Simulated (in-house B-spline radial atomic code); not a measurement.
Whole-atom quantities along the 1-electron series, configuration 1s1. Computed with an all-electron radial atomic-structure program (B-spline basis): non-relativistic Hartree-Fock, average of the configuration, point nuclei.

This level leaves out relativity, spin-orbit splitting included, which matters for heavy ions.

```csv
ion,Z,E/Z² (Eh),Σ<r²> (bohr²),n(0)/Z³ (bohr⁻³),Lamb diamagnetic shielding (ppm)
Gd63+,64,-0.5,0.00073242,0.31831,1136.03
Tb64+,65,-0.5,0.00071006,0.31831,1153.78
Dy65+,66,-0.5,0.00068871,0.31831,1171.53
Ho66+,67,-0.5,0.0006683,0.31831,1189.28
Er67+,68,-0.5,0.00064879,0.31831,1207.03
Tm68+,69,-0.5,0.00063012,0.31831,1224.78
Yb69+,70,-0.5,0.00061224,0.31831,1242.53
Lu70+,71,-0.5,0.00059512,0.31831,1260.28
Hf71+,72,?,?,?,?
Ta72+,73,-0.5,0.00056296,0.31831,1295.78
W73+,74,?,?,?,?
Re74+,75,-0.5,0.00053333,0.31831,1331.28
Os75+,76,-0.5,0.00051939,0.31831,1349.03
Ir76+,77,-0.5,0.00050599,0.31831,1366.78
Pt77+,78,?,?,?,?
Au78+,79,-0.5,0.00048069,0.31831,1402.29
```

Fill in the row of Hf71+.

E/Z² (Eh): -0.5; Σ<r²> (bohr²): 0.0005787; n(0)/Z³ (bohr⁻³): 0.31831; Lamb diamagnetic shielding (ppm): 1278.03.

Fill in the row of W73+.

E/Z² (Eh): -0.5; Σ<r²> (bohr²): 0.00054785; n(0)/Z³ (bohr⁻³): 0.31831; Lamb diamagnetic shielding (ppm): 1313.53.

Fill in the row of Pt77+.

E/Z² (Eh): -0.5; Σ<r²> (bohr²): 0.0004931; n(0)/Z³ (bohr⁻³): 0.31831; Lamb diamagnetic shielding (ppm): 1384.54.

With what power of Z does the column «Σ<r²> (bohr²)» change over this range?

A fit of the logarithm of its size against log Z from Z = 64 to 79 has slope -2.00. Unscreened non-relativistic hydrogenic orbitals would give -2.
